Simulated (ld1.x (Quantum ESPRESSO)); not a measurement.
## C: variants of one TM potential

Base potential:

```
Element                 : C
Generator               : ld1.x (Quantum ESPRESSO) 7.5
Type                    : norm-conserving Troullier–Martins (Kleinman–Bylander form)
Functional              : LDA (PZ)
Relativity              : non-relativistic
Frozen core             : [He]
Valence charge          : 4
Reference configuration : 2s2 2p1 (charge +1)
Partial waves           : 2s (bound): rc 0.80 bohr; 2p (bound): rc 2.50 bohr
Local potential         : all-electron potential smoothed inside 1.00 bohr (lloc = -1)
Core correction         : Bessel-smoothed model core, default radius (core density twice the valence density)
```

All-electron outer shells of the reference configuration (LDA (PZ), non-relativistic, ld1.x):

| shell | level (eV) | outermost node (bohr) | outermost maximum (bohr) |
| --- | --- | --- | --- |
| 2s | -25.59 | 0.38 | 1.17 |
| 2p | -17.13 | – | 1.10 |

Cutoffs, loose and tight: the cutoffs (Ry, on a coarse ladder) from which the occupation-weighted sum of valence levels, in a spherical-Bessel basis at the reference potential, stays within 10 and 1 mRy of its value at 400 Ry. They do not see the model core or the augmentation charge, which bear on the density cutoff. Test errors are all-electron minus pseudo excitation energies from the reference, over the configurations 2s2 2p2; 2s2 2p0; 2s1 2p0; 2s2 2p2.3; 2s1 2p2; 2s2 2p1.5; 2s0 2p4 (two spin-polarised tests are not counted in the largest error). A dash means not determined; rows that change the core or the reference have their own tests. The largest error is taken over the tests solved by every variant that gives reliable tests at all: 2s1 2p0; 2s1 2p2; 2s2 2p0; 2s2 2p1.5; 2s2 2p2; 2s2 2p2.3.

```tsv
change	outcome	cutoff, loose	cutoff, tight	bound ghosts	largest test error (meV)
base	generated	100 Ry	230 Ry	none	+631
wave 2p (bound): rc 2.50 bohr becomes 2p (bound): rc 1.68 bohr	generated	100 Ry	230 Ry	none	+182
wave 2p (bound): rc 2.50 bohr becomes 2p (bound): rc 2.16 bohr	generated	100 Ry	230 Ry	none	+395
wave 2p (bound): rc 2.50 bohr becomes 2p (bound): rc 2.76 bohr	generated	100 Ry	230 Ry	none	+851
wave 2p (bound): rc 2.50 bohr becomes 2p (bound): rc 2.98 bohr	generated	100 Ry	230 Ry	none	+1055
wave 2p (bound): rc 2.50 bohr becomes 2p (bound): rc 3.22 bohr	generated	100 Ry	230 Ry	none	+1293
wave 2p (bound): rc 2.50 bohr becomes 2p (bound): rc 3.50 bohr	generated	100 Ry	230 Ry	none	+1667
```

Problem. What comes out with this change to the base: wave 2p (bound): rc 2.50 bohr becomes 2p (bound): rc 3.78 bohr?

Solution. outcome: generated; cutoff, loose: 100 Ry; cutoff, tight: 230 Ry; bound ghosts: none; largest test error (meV): +1988.

Problem. What comes out with this change to the base: wave 2p (bound): rc 2.50 bohr becomes 2p (bound): rc 1.90 bohr?

Solution. outcome: generated; cutoff, loose: 100 Ry; cutoff, tight: 230 Ry; bound ghosts: none; largest test error (meV): +266.

Reading the sweep of the p radius (base included, trends over the rows without a ghost): The loose cutoff stays near 100 Ry. The median size of the test errors (rows with all tests solved) rises from 14.8 meV at 1.68 to 327.7 meV at 3.5 bohr. More of the atom is replaced by a form fitted at one configuration, so other configurations suffer as the radius grows.
